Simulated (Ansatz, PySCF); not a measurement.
Barrier from R1 to the saddle point P1, each structure at its B3LYP-D3(BJ)/def2-TZVP stationary point, reached from a drawn start; harmonic modes at that level show the others as minima.
R1, H3Sb (SMILES [SbH3]) (charge 0, multiplicity 1):
```xyz
4

Sb     0.000     0.000     0.724
H      1.416     0.000    -0.241
H     -0.708     1.227    -0.241
H     -0.708    -1.227    -0.241
```
P1, H3Sb, a first-order saddle point (one imaginary mode, 1200i cm⁻¹) (charge 0, multiplicity 1):
```xyz
4

Sb     0.000     0.000     0.000
H      1.647     0.000     0.000
H     -0.823     1.426     0.000
H     -0.823    -1.426     0.000
```

P less R. No zero-point or thermal terms; no spin–orbit coupling. No path was followed down from the saddle.

Correlated levels freeze the cores. In cc and def2 sets filled d and f shells under p-block atoms count as core.

Codes used: Ansatz (a quantum-chemistry and plane-wave program) with Gaussian orbitals; PySCF for the D3/D4 terms. No computed number here is a measurement. Elements past Kr take the def2 small-core potentials, without spin–orbit coupling.

```
level                     barrier height (eV)
------------------------  -------------------
BLYP/def2-TZVPP                         2.069
r2SCAN-D3(BJ)/def2-TZVPP                1.973
B3LYP-D3(BJ)/def2-TZVPP                 2.036
B3LYP-D4/def2-TZVPP                     2.036
PBE0-D4/def2-TZVPP                      1.943
B2PLYP/def2-TZVPP                       1.992
SCS-MP2/def2-QZVPP                 (withheld)
CCSD/def2-SVP                      (withheld)
CCSD(T)/def2-TZVPP                 (withheld)
```

Q: Fill in the missing entries.

A: 
- SCS-MP2/def2-QZVPP, barrier height (eV): 1.961
- CCSD/def2-SVP, barrier height (eV): 2.062
- CCSD(T)/def2-TZVPP, barrier height (eV): 1.966
